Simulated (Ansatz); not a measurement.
Geometry optimisation, Ansatz 0.2.0, RKS PBE-D4/def2-SVP.

input.yaml

```yaml
crystal:
  periodic: [false, false, false]
  atoms:
    - { symbol: Ge, position_ang: [-0.9407, -0.1428, -1.283] }
    - { symbol: F, position_ang: [0.6964, -1.3094, -0.641] }
    - { symbol: H, position_ang: [0.0398, 0.181, -2.3653] }
    - { symbol: H, position_ang: [-2.1187, 0.8544, -1.4894] }
    - { symbol: H, position_ang: [-1.5927, -1.4721, -1.0851] }
    - { symbol: H, position_ang: [0.5682, 0.2115, 1.258] }
    - { symbol: "N", position_ang: [-0.3484, 0.9199, 0.5832] }
    - { symbol: H, position_ang: [1.1239, -1.1808, 0.4753] }
    - { symbol: O, position_ang: [1.4293, -0.6682, 1.598] }
    - { symbol: H, position_ang: [0.0181, 1.8299, 0.3339] }
    - { symbol: H, position_ang: [-1.1706, 1.0584, 1.1555] }
    - { symbol: H, position_ang: [2.2954, -0.2818, 1.4599] }
basis:
  gaussian: { orbitals: def2-SVP }
hamiltonian:
  xc: pbe
  dispersion: d4
relax:
  f_tol: 0.15
  max_steps: 25
  restrain:
    - { distance: [0, 6], at: 3.21, k: 30.0 }
    - { distance: [5, 8], at: 2.27, k: 30.0 }
    - { distance: [7, 1], at: 2.18, k: 30.0 }
    - { distance: [0, 1], at: 1.77, k: 30.0 }
    - { distance: [5, 6], at: 1.02, k: 30.0 }
    - { distance: [7, 8], at: 0.97, k: 30.0 }
output:
  orbitals: {}
```

Command:

```bash
$ ansatz run input.yaml --threads 2 --pin off --max-ram 3072MiB --backend cpu --events-out ev --progress --plain --runs-dir out
```

Q: Where does it end, and by what steps?

A: The run converged. The restraints hold the end off the free minimum. After 24 steps the energy has fallen by 0.730 eV (the restraints' own energy left out); F2 moved furthest, 1.58 Å. Joined: H6–N7 (1.34 → 1.03 Å), H8–O9 (1.27 → 0.98 Å).

```csv
step,energy less start (eV),largest force component (eV/Å),accepted
0,0.0000,2.203,yes
1,0.4157,2.089,yes
2,1.1020,3.509,yes
3,1.0228,1.651,yes
4,0.4810,1.224,yes
5,0.0434,0.903,yes
6,-0.2837,0.691,yes
7,-0.4080,1.075,yes
8,-0.4212,0.619,yes
9,-0.4387,0.595,yes
10,-0.4554,0.579,yes
11,-0.4801,0.633,yes
12,-0.5187,0.649,yes
13,-0.5778,0.440,yes
14,-0.6470,0.277,yes
15,-0.6842,0.197,yes
16,-0.7055,0.252,yes
17,-0.6534,1.462,no
18,-0.7074,0.440,yes
19,-0.7181,0.195,yes
20,-0.7069,0.868,no
21,-0.7233,0.232,yes
22,-0.7269,0.236,yes
23,-0.7287,0.415,no
24,-0.7302,0.225,yes
```

```xyz
12
Properties=species:S:1:pos:R:3
Ge -0.759 -0.257 -1.566
F 0.943 0.135 -1.241
H -0.710 -0.932 -2.962
H -1.532 1.081 -1.628
H -1.252 -1.230 -0.473
H -0.028 0.312 1.366
N -0.451 1.241 1.262
H 1.699 -0.978 0.469
O 1.496 -1.365 1.342
H 0.006 1.688 0.461
H -1.441 1.112 1.026
H 2.028 -0.808 1.943
```

Time of the run: 36 s on 2 threads of Intel(R) Xeon(R) Platinum 8488C (Sapphire Rapids), on a shared host, peak memory 0.17 GiB.
